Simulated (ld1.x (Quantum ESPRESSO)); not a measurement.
## Configuration tests for Cr (Z = 24) (RRKJ)

ld1.x (Quantum ESPRESSO) 7.5 input, shortened:

```
&input
   title='Cr', zed=24., rel=1, dft='PZ', iswitch=3,
   config='[Ar] 3d5 4s1 4p0'
 /
 &inputp
   pseudotype=2, tm=.false., rho0=0.001, lloc=0,
   nlcc=.true.
 /
3
4P  2  1   0.00   0.00  4.00  4.00  0.0
3D  3  2   5.00   0.00  1.30  1.30  0.0
4S  1  0   1.00   0.00  2.70  2.70  0.0
 &test
   configts(1)='3d5 4s1 4p0'
 /
```

Energies are relative to the spin-unpolarised reference configuration 3d5 4s1 4p0; without spin polarisation the order of configurations can differ from experiment. Spin-polarised rows fill each open shell by Hund’s rule, majority spin first. Not all tests gave a result: 1 of 9 tests not solved or not reliable. Left out of the table: 3d2 4s0 4p0 (solver errors, printed error -3.9 eV).

Q: Give the all-electron excitation energy and the error of the potential for: 3d5 4s0 4p0; 3d4 4s0 4p0; 3d3 4s0 4p0; 3d4 4s1 4p0; 3d6 4s0 4p0; 3d5 4s0.5 4p0; 3d5 4s1 4p0 (spin-polarised); 3d5 4s0 4p0 (spin-polarised).

A:

```json
{"valence configuration": "3d5 4s0 4p0", "charge": "+1", "ΔE all-electron (eV)": "7.140", "error AE − PS (meV)": "-20"}
{"valence configuration": "3d4 4s0 4p0", "charge": "+2", "ΔE all-electron (eV)": "23.483", "error AE − PS (meV)": "-226"}
{"valence configuration": "3d3 4s0 4p0", "charge": "+3", "ΔE all-electron (eV)": "54.509", "error AE − PS (meV)": "-1432"}
{"valence configuration": "3d4 4s1 4p0", "charge": "+1", "ΔE all-electron (eV)": "8.252", "error AE − PS (meV)": "-191"}
{"valence configuration": "3d6 4s0 4p0", "charge": "0", "ΔE all-electron (eV)": "1.725", "error AE − PS (meV)": "-98"}
{"valence configuration": "3d5 4s0.5 4p0", "charge": "+0.5", "ΔE all-electron (eV)": "2.818", "error AE − PS (meV)": "-4.4"}
{"valence configuration": "3d5 4s1 4p0 (spin-polarised)", "charge": "0", "ΔE all-electron (eV)": "-4.916", "error AE − PS (meV)": "+796"}
{"valence configuration": "3d5 4s0 4p0 (spin-polarised)", "charge": "+1", "ΔE all-electron (eV)": "2.685", "error AE − PS (meV)": "+807"}
```

Levels in the configuration 3d5 4s0.5 4p0:

```tsv
level	all-electron (eV)	pseudo (eV)
3d	-6.477	-6.448
4s	-7.114	-7.132
```
